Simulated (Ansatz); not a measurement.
A CCSD(T) single point on C₂H₆SSi (`C=CS[SiH3]`).

```yaml
crystal:
  periodic: [false, false, false]
  atoms:
    - {symbol: C, position_ang: [-0.195593, 2.194803, 0.281350]}
    - {symbol: C, position_ang: [-0.226297, 0.880223, 0.452177]}
    - {symbol: S, position_ang: [-1.058917, -0.210576, -0.651589]}
    - {symbol: Si, position_ang: [0.221307, -1.910451, -0.489378]}
    - {symbol: H, position_ang: [-0.634576, 2.671253, -0.587505]}
    - {symbol: H, position_ang: [0.268122, 2.831386, 1.025582]}
    - {symbol: H, position_ang: [0.218001, 0.421738, 1.331207]}
    - {symbol: H, position_ang: [-0.479957, -3.012288, -1.191129]}
    - {symbol: H, position_ang: [0.422814, -2.245211, 0.945070]}
    - {symbol: H, position_ang: [1.548196, -1.671973, -1.112785]}
basis:
  gaussian: {orbitals: def2-TZVPP}
correlation: {method: ccsd_t}
output: {orbitals: {seedname: orbitals}}
```

```sh
$ ansatz run in.yaml --threads 2 --pin off --events-out ev --progress --plain
```

Output of Ansatz, abridged:

```
Functional definition: HF
1324 factors; integrals over basis functions are off by at most 8.7e-4 eV
mean field evaluation 1: about -20833.8637 eV, gradient 2.8e1 eV
mean field evaluation 2: about -20834.1488 eV, gradient 2.8e1 eV
mean field evaluation 4: about -20836.7236 eV, gradient 3.5e0 eV
mean field evaluation 8: about -20836.7844 eV, gradient 2.6e-1 eV
mean field -20836.78510251 eV, -765.7377288369 hartree, gradient 5.9e-6 eV, S^2 0.000000; 0 other end points of the search recorded, 0 dependent functions left out
12 core orbitals not correlated: weight in the atoms' cores, before any rotation towards them, 1.000 or more for the frozen orbitals, at most 0.000 for the correlated occupied ones
reference -20836.78510251 eV, -765.7377288369 hartree; 12, 12 occupied and 206, 206 virtual orbitals, 1324 factors
second order -17.10230936 eV of doubles, -0.00000000 eV of singles
cycle   1  -17.90036947 eV  change   -8.0e-1 eV  update   9.7e-2
cycle   2  -18.43041211 eV  change   -5.3e-1 eV  update   3.1e-2
cycle   3  -18.52105352 eV  change   -9.1e-2 eV  update   1.4e-2
cycle   4  -18.51569256 eV  change    5.4e-3 eV  update   3.8e-3
cycle   5  -18.51570847 eV  change   -1.6e-5 eV  update   1.6e-3
cycle   6  -18.51577577 eV  change   -6.7e-5 eV  update   4.1e-4
cycle   7  -18.51568397 eV  change    9.2e-5 eV  update   1.9e-4
cycle   8  -18.51570993 eV  change   -2.6e-5 eV  update   8.4e-5
cycle   9  -18.51570716 eV  change    2.8e-6 eV  update   3.2e-5
cycle  10  -18.51568968 eV  change    1.7e-5 eV  update   1.0e-5
perturbative correction -0.84240817 eV, -0.0309579293 hartree
Total energy: -20856.14320036 eV, -766.4491258116 hartree
```

Hardware: 2 threads of a server CPU on a shared host. Wall time 81 s, peak host memory 3.7 GiB.

The correlation energy is -19.358 eV, 4.4 % of it from (T); the T1 diagnostic reads 0.0120.
